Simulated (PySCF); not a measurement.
This PySCF input asks for the NMR shieldings of SMILES C=C[Si@@H](C(=C)O[SiH3])C(N)=O, C₅H₁₁NO₂Si₂; the geometry comes from GFN2-xTB.

```python
import basis_set_exchange as bse
import numpy as np
from pyscf import gto, dft
from pyscf.prop import nmr

atoms = """
C    -1.099204    2.276834    0.871218
C    -1.882625    1.259082    0.543116
Si   -1.408812   -0.099204   -0.679273
C     0.460253    0.062011   -0.991412
C     1.023301    0.531143   -2.094529
O     1.184678   -0.310164    0.106246
Si    2.744941   -0.112330    0.528686
C    -1.791534   -1.784739    0.178315
N    -0.834743   -2.292576    0.981020
O    -2.868233   -2.331964    0.026811
H    -1.394396    3.031934    1.583640
H    -0.120627    2.399628    0.435057
H    -2.858220    1.186756    1.010109
H    -2.160203   -0.009658   -1.933241
H     0.415686    0.811321   -2.933766
H     2.091301    0.643199   -2.193404
H     2.678398   -0.700795    1.860275
H     3.101917    1.306430    0.537021
H     3.645319   -0.843731   -0.363888
H    -0.995666   -3.165971    1.460532
H     0.059546   -1.840263    1.066996
"""
names = dict.fromkeys(["C", "Si", "O", "N", "H"], "pcSseg-1")
basis = {el: gto.basis.parse(bse.get_basis(n, elements=[el], fmt="nwchem")) for el, n in names.items()}
mol = gto.M(atom=atoms, basis=basis, charge=0, verbose=0)
mf = dft.RKS(mol, xc="PBE0")
mf.grids.level = 2
mf.grids.alignment = dft.numint.BLKSIZE   # the property module wants whole blocks of grid points
mf.conv_tol = 1e-9
mf.kernel()

calc = nmr.RKS(mf)   # GIAO
C = mf.mo_coeff
Co = C[:, mf.mo_occ > 0]
resp = mf.gen_response(singlet=True, hermi=2)
def vind(x):   # induced exchange potential for any number of trial vectors
    d = np.einsum("pi,xij,qj->xpq", C, 2 * x.reshape(-1, C.shape[1], Co.shape[1]), Co, optimize=True)
    return np.einsum("xpq,pi,qj->xij", resp(d - d.transpose(0, 2, 1)), C, Co, optimize=True).ravel()
mo1, _ = nmr.rhf.solve_mo1(calc, with_cphf=vind)
sigma = calc.kernel(mo1)
for i, s in enumerate(sigma):   # ppm
    w = np.linalg.eigvalsh((s + s.T) / 2)
    print("%2d %-2s iso %8.1f  s11 %8.1f  s22 %8.1f  s33 %8.1f" % (i, mol.atom_pure_symbol(i), w.mean(), *w))
```

Q: Give the expected output.

A: 
```
 0 C  iso     43.2  s11    -83.3  s22     44.5  s33    168.2
 1 C  iso     47.3  s11    -69.9  s22     36.1  s33    175.8
 2 Si iso    395.6  s11    367.1  s22    391.6  s33    428.3
 3 C  iso     18.5  s11    -92.4  s22     40.0  s33    107.9
 4 C  iso     75.3  s11    -37.4  s22    105.1  s33    158.2
 5 O  iso    234.4  s11    146.4  s22    221.3  s33    335.5
 6 Si iso    393.2  s11    352.8  s22    361.9  s33    465.0
 7 C  iso      6.3  s11    -80.7  s22      2.3  s33     97.4
 8 N  iso    133.3  s11     16.4  s22    153.8  s33    229.7
 9 O  iso   -154.8  s11   -534.1  s22   -235.7  s33    305.5
10 H  iso     25.1  s11     22.3  s22     24.7  s33     28.4
11 H  iso     25.5  s11     22.2  s22     25.0  s33     29.4
12 H  iso     25.2  s11     23.3  s22     24.9  s33     27.3
13 H  iso     27.1  s11     23.8  s22     25.6  s33     31.8
14 H  iso     26.6  s11     24.4  s22     25.1  s33     30.3
15 H  iso     26.4  s11     22.7  s22     25.1  s33     31.4
16 H  iso     26.9  s11     22.9  s22     26.0  s33     31.7
17 H  iso     26.7  s11     23.4  s22     25.2  s33     31.4
18 H  iso     26.6  s11     23.5  s22     24.5  s33     31.7
19 H  iso     26.6  s11     21.7  s22     23.6  s33     34.4
20 H  iso     25.1  s11     18.2  s22     25.8  s33     31.2
```

These numbers come from an equivalent density-fitted implementation of the same equations, which agrees with the script to about 0.01 ppm for H and up to a few tenths of a ppm for heavy atoms, so last digits may differ.

Q: Turn these shieldings into chemical shifts. Referencing at the same level of theory: TMS for 13C (σref 186.93) and 29Si (σref 349.16) and 1H (σref 31.72); 17O (σref 336.08) against H2O; 15N (σref 267.73) against NH3.

A: Averaging equivalent atoms: C 7: 180.6; C 3: 168.4; C 0: 143.8; C 1: 139.6; C 4: 111.6; Si 6: -44.0; Si 2: -46.5; O 9: 490.9; O 5: 101.7; N 8: 134.4; H 10: 6.57; H 12: 6.55; H 11: 6.17; H 19/20: 5.89; H 15: 5.34; H 14: 5.13; H 16/17/18: 5.00; H 13: 4.64 ppm. Unscaled 17O shifts of doubly bonded oxygen tend to come out too high, by tens of ppm or more. Experimental scales use liquid or dissolved standards, which lie at an offset from isolated NH3 (liquid NH3: subtract about 20 ppm) and H2O (liquid H2O: subtract about 36 ppm).

Size and cost of the density-fitted run: 239 basis functions, 78 s wall time on 1 thread of an Arm Neoverse V1, shared host; peak memory 1.2 GiB.
